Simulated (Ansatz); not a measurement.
Geometry optimisation, RKS PBE0-D4/def2-SVP in Ansatz 0.2.0.

Input file:

```yaml
crystal:
  periodic: [false, false, false]
  atoms:
    - { symbol: Zn, position_ang: [0.0, 0.0, 0.0] }
    - { symbol: Cl, position_ang: [0.0, 0.0, 2.59] }
    - { symbol: Cl, position_ang: [0.0, 0.0, -2.24] }
    - { symbol: Br, position_ang: [-2.5812, 0.0, 0.8577] }
    - { symbol: H, position_ang: [-1.4645, 0.0, 2.1491] }
basis:
  gaussian: { orbitals: def2-SVP }
hamiltonian:
  xc: pbe0
  dispersion: d4
relax:
  f_tol: 0.15
  max_steps: 25
  restrain:
    - { distance: [0, 3], at: 2.42, k: 30.0 }
    - { distance: [4, 1], at: 1.37, k: 30.0 }
    - { distance: [0, 1], at: 3.44, k: 30.0 }
    - { distance: [4, 3], at: 2.75, k: 30.0 }
output:
  orbitals: {}
```

Command:

```bash
$ ansatz run input.yaml --threads 2 --pin off --max-ram 3072MiB --backend cpu --events-out ev --progress --plain --runs-dir out
```

Problem. Where does it end, and by what steps?

Solution. The run converged. The restraints hold the end off the free minimum; the threshold counts their pulls, which the force column leaves out. Restrained pairs: Zn1–Br4 (2.72 → 2.38 Å), Cl2–H5 (1.53 → 1.33 Å), Zn1–Cl2 (2.59 → 3.43 Å), Br4–H5 (1.71 → 2.75 Å). After 10 steps the energy has fallen by 0.828 eV (the restraints' own energy left out); Zn1 moved furthest, 1.13 Å.

```tsv
step	energy less start (eV)	largest force component (eV/Å)	accepted
0	0.0000	1.536	yes
1	0.0724	2.077	yes
2	0.0072	2.356	yes
3	-0.2655	1.769	yes
4	-0.5317	1.694	yes
5	-0.6888	1.402	yes
6	-0.7541	1.355	yes
7	-0.8046	1.127	yes
8	-0.8106	1.127	yes
9	-0.8152	1.261	yes
10	-0.8276	1.182	yes
```

```xyz
5
Properties=species:S:1:pos:R:3
Zn -0.954 0.004 -0.602
Cl 0.267 -0.005 2.606
Cl 0.686 -0.002 -1.911
Br -2.979 0.000 0.645
H -1.066 0.003 2.618
```

Time of the run: 17 s on 2 threads of AMD EPYC 9R45 96-Core Processor (Zen 5), with other jobs on the host, peak memory 0.29 GiB.
